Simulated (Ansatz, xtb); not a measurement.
**Relative energy of two isomers of C4H8O2Se**

Structure a is `C[Se]CCC(=O)O`, a singlet and structure b is `C[C@H]([SeH])CC(=O)O`, a singlet. Both are isolated molecules in the gas phase, relaxed with r2SCAN-D4/def2-SVP, each in the lowest conformer that the search found.

a (Å):

```yaml
atoms:
  - { symbol: C, position_ang: [1.3360, -2.0372, 2.4664] }
  - { symbol: C, position_ang: [0.4457, -0.5806, 0.0895] }
  - { symbol: C, position_ang: [-0.9884, -0.2884, 0.4921] }
  - { symbol: C, position_ang: [-1.2135, 1.1812, 0.7583] }
  - { symbol: O, position_ang: [-0.5396, 2.0810, 0.3186] }
  - { symbol: O, position_ang: [-2.3021, 1.3877, 1.5254] }
  - { symbol: Se, position_ang: [1.7284, -0.3552, 1.5582] }
  - { symbol: H, position_ang: [1.5618, -2.8932, 1.8142] }
  - { symbol: H, position_ang: [1.9855, -2.0803, 3.3518] }
  - { symbol: H, position_ang: [0.2881, -2.0781, 2.7973] }
  - { symbol: H, position_ang: [0.7697, 0.1290, -0.6863] }
  - { symbol: H, position_ang: [0.5566, -1.6021, -0.3049] }
  - { symbol: H, position_ang: [-1.3126, -0.8705, 1.3693] }
  - { symbol: H, position_ang: [-1.6818, -0.5671, -0.3260] }
  - { symbol: H, position_ang: [-2.3897, 2.3532, 1.6147] }
```

b (Å):

```xyz
15

C     3.0524    0.2938    0.0542
C     1.9923   -0.4082   -0.7785
C     1.0019   -1.2374    0.0555
C     0.2008   -0.3890    1.0145
O     0.6050    0.0499    2.0647
O    -1.0381   -0.1378    0.5435
Se    0.9475    0.8747   -1.8957
H     3.7637    0.8342   -0.5883
H     3.6206   -0.4485    0.6420
H     2.6048    1.0096    0.7583
H     2.4663   -1.0981   -1.4945
H     2.1410    1.3455   -2.6172
H     1.5834   -1.9540    0.6583
H     0.3223   -1.7940   -0.6064
H    -1.4582    0.4633    1.1847
```

Which of the two would you expect CCSD(T)/def2-SVP + ΔMP2/def2-TZVPP electronic energies to favour?

Too close to call at this level: CCSD(T)/def2-SVP + ΔMP2/def2-TZVPP gives E(b) − E(a) = +0.37 kcal/mol.

How the difference moves with the method:

```
                             level            geometry  E(b) − E(a) (kcal/mol)  departure from the last row (kcal/mol)  job, with rough time for the two
                r2SCAN-D4/def2-SVP  r2SCAN-D4/def2-SVP                     −1.39                                   −1.76             optimisation, 2.8 min
                       HF/def2-SVP  r2SCAN-D4/def2-SVP                     −0.20                                   −0.58           part of the CCSD(T) run
                      MP2/def2-SVP  r2SCAN-D4/def2-SVP                     −3.47                                   −3.85           part of the CCSD(T) run
                  CCSD(T)/def2-SVP  r2SCAN-D4/def2-SVP                     −3.54                                   −3.91                      single point
CCSD(T)/def2-SVP + ΔMP2/def2-TZVPP  r2SCAN-D4/def2-SVP                     +0.37                                                     single point, 2.2 min
```

As drawn, b has 1 C–C, 1 Se–H in place of 1 C–Se, 1 C–H.

The largest departure from CCSD(T)/def2-SVP + ΔMP2/def2-TZVPP is that of CCSD(T)/def2-SVP, 3.91 kcal/mol. Levels run at GFN2-xTB geometries aren't shown. The last row adds to CCSD(T) the change of the MP2 difference between the two basis sets, here +3.91 kcal/mol, a large step that makes the value less sure.

With thermal terms from frequencies at re-optimised GFN2-xTB minima (ideal gas, soft modes damped towards free rotors, one conformer each, 298.15 K, 1 atm): on the last row, ΔE + ΔZPE = −0.58, ΔH = −0.77, ΔG = −0.12 kcal/mol.

The correlated steps freeze 15 core orbitals; the filled d shell of Se is correlated, in a basis made for valence electrons. Mirror images aren't counted in ΔG. Programs: Ansatz 0.2.0, xtb 6.7.1; the last row on 4 threads of Intel(R) Xeon(R) Platinum 8175M CPU @ 2.50GHz (Skylake/Cascade Lake) on a shared host.
